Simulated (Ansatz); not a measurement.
A displaced shape of singlet ZnCl2:

```xyz
3

Cl   -0.0345    0.0206   -2.1268
Zn    0.0197    0.0455    0.0068
Cl   -0.0264   -0.0423    2.0940
```

It was optimised with PBE0/def2-SVP in Ansatz (development build ahead of 0.2.0) to forces under 0.001 eV/Å, with restricted orbitals. Each step stands on the lowest determinant of that kind that the program's search found.

(1) What shape does it relax to, and how does the optimisation go?

## Answers

(1)

```yaml
atoms:
  - { symbol: Cl, position_ang: [-0.0177, 0.0393, -2.1055] }
  - { symbol: Zn, position_ang: [-0.0138, 0.0079, -0.0087] }
  - { symbol: Cl, position_ang: [-0.0098, -0.0234, 2.0882] }
```

Bond lengths: Cl1–Zn2 2.097 Å, Zn2–Cl3 2.097 Å. Angles: Cl1–Zn2–Cl3 180.0°.

```json
{"step": "1", "E − E(start) (eV)": "0.0000", "largest force (eV/Å)": "0.6822"}
{"step": "2", "E − E(start) (eV)": "-0.0125", "largest force (eV/Å)": "0.1579"}
{"step": "3", "E − E(start) (eV)": "-0.0143", "largest force (eV/Å)": "0.0237"}
{"step": "4", "E − E(start) (eV)": "-0.0144", "largest force (eV/Å)": "0.0015"}
{"step": "5", "E − E(start) (eV)": "-0.0144", "largest force (eV/Å)": "0.0001"}
```

The optimisation ended after 5 steps with its threshold met.
